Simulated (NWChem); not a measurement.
Species: GeH3SeF; SMILES F[Se][GeH3]

```xyz
6

Se    -0.2672     0.9774    -0.4524
F      1.0569     1.4964     0.6240
Ge     0.1246    -1.3240    -0.0911
H     -0.0560    -1.6408     1.4004
H     -0.9395    -2.0314    -0.9479
H      1.5442    -1.6769    -0.5576
```
Atoms are numbered in this order, from 1.

Coordinates come from a PBE0/def2-SVP optimisation.

Spin-orbit effects, on the heavy nuclei and on their neighbours, are missing.

Problem. Give the principal values of the shielding tensors (ppm) of Se1, F2, Ge3 from LDA (Slater exchange, VWN5)/pcSseg-1, GIAO (NWChem), with their diamagnetic and paramagnetic parts as GIAO splits them.

Solution. 
```
atom      σ11     σ22     σ33  isotropic  diamagnetic  paramagnetic
----  -------  ------  ------  ---------  -----------  ------------
Se1   -3471.3  -573.9  2433.0     -537.4       2995.4       -3532.8
F2      458.9   614.2  1128.2      733.8        472.7         261.1
Ge3    1249.2  1394.2  1572.1     1405.2       2756.9       -1351.7
```
